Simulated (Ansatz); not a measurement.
```yaml
crystal:
  periodic: [false, false, false]
  atoms:
    - {symbol: K, position_ang: [1.558410, -1.647262, 1.951466]}
    - {symbol: K, position_ang: [-1.633134, 1.973714, -2.412210]}
    - {symbol: K, position_ang: [2.690648, 1.304191, 0.039783]}
    - {symbol: K, position_ang: [0.163462, -0.975583, -1.404621]}
    - {symbol: K, position_ang: [-0.639678, 1.236195, 1.531597]}
    - {symbol: K, position_ang: [-3.063190, -1.730972, -0.007272]}
    - {symbol: F, position_ang: [-2.311262, -0.220985, -1.714759]}
    - {symbol: F, position_ang: [2.298428, -1.087462, -0.314862]}
    - {symbol: F, position_ang: [0.225744, 1.628146, -0.865199]}
    - {symbol: F, position_ang: [1.601380, 0.796304, 2.180121]}
    - {symbol: F, position_ang: [-0.890808, -1.276295, 1.015956]}
basis:
  gaussian: {orbitals: def2-TZVP, nuclear_model: gaussian}
total_charge: 2
magnetization: {spin_polarized: true, initial_magnetization: 1}
hamiltonian: {xc: {name: wB97M-V}}
scf: {lower_state_search: light}
```

```sh
$ ansatz run in.yaml --threads 4 --pin off --events-out ev --progress --plain --max-ram 4787MiB
```

Task: Does this run fit into the memory that it is given?

Result: No. It has 353 basis functions, and the program plans for 10 GiB where 5 GiB are given.
